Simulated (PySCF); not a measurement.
# Reproducing measurements on selenium monofluoride

**What was measured.**

From Liu, Meijer, Perez-Rios, Phys. Chem. Chem. Phys. 22 (2020) 24191, for the gas: dipole moment 1.52 D.

How close the calculation comes is told at the end.

Compound: selenium monofluoride, SeF (doublet state).
Numbering: `[F:1][Se:2]`

Structure used (PBE0-D3(BJ)/def2-SVP), in Å, numbered top down from 1:
```
atom  x, y, z in Å
F1     0.8781   -0.0041   -0.0075
Se2   -0.8726    0.0067   -0.0208
```

Runs made with PySCF (gas phase, on this PBE0-D3(BJ)/def2-SVP geometry; no spin–orbit coupling):

```
                             level                                          job  basis functions  wall time
PBE0-D3(BJ)/def2-SVP, grid level 1  geometry optimisation from a GFN2-xTB start               46      4.2 s
```

Hardware: one thread of an x86-64 server (shared host).

Results beside the measurements:

**Dipole moment.** Measured: 1.52 D (Liu, Meijer, Perez-Rios, Phys. Chem. Chem. Phys. 22 (2020) 24191).

```tsv
level	computed (D)	computed − measured (D)	% (from the printed values)
PBE0-D3(BJ)/def2-SVP	1.62	+0.10	+7
```

The computed dipoles belong to one fixed geometry; measured ones are averaged over vibrations unless marked μe. Magnitudes are compared, not signs.

The geometry is computed, not the measured one. Where a level misses, the cause wasn't examined.
